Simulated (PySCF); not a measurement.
Coordinates in bohr (charge 0 multiplicity 2):
```
Mo    0.3003   -0.0088   -0.2611
O    -2.1330    0.0169    1.6739
H     1.1500    2.9400   -1.2728
H     0.9843   -2.8420   -1.7634
H     2.5676    0.4574    1.8919
```

All numbers come from PySCF, UPBE0, basis Mo def2-TZVP with ECP28, O def2-TZVP, H def2-TZVP (scalar-relativistic core potentials, no spin–orbit coupling, density fitting).

This geometry of H3MoO is a stationary point at this level.

Question: What is the point group?

Answer: C1.

Question: Is it a minimum?

Answer: Yes: all harmonic wavenumbers are real.

Question: Give the atomic charges and bond orders.

Answer: 
```
atom  Mulliken  Löwdin  polar tensor  spin (Mulliken)  Mayer order to Mo1
 Mo1      0.68    0.36          1.35             1.22                   –
  O2     -0.50   -0.21         -0.65            -0.09                2.16
  H3     -0.06   -0.06         -0.22            -0.05                0.94
  H4     -0.11   -0.09         -0.31            -0.03                0.94
  H5     -0.01    0.00         -0.17            -0.06                0.96
```

Question: Give the ideal-gas entropy at 298.15 K and 1 bar by parts.

Answer: translation 168.2, rotation 88.3, vibration 22.8, spin 5.8; total 285.1 J/(mol K).

Only a few start shapes were tried, so a lower isomer may exist. Other spin states or occupations of the open shell can lie lower.
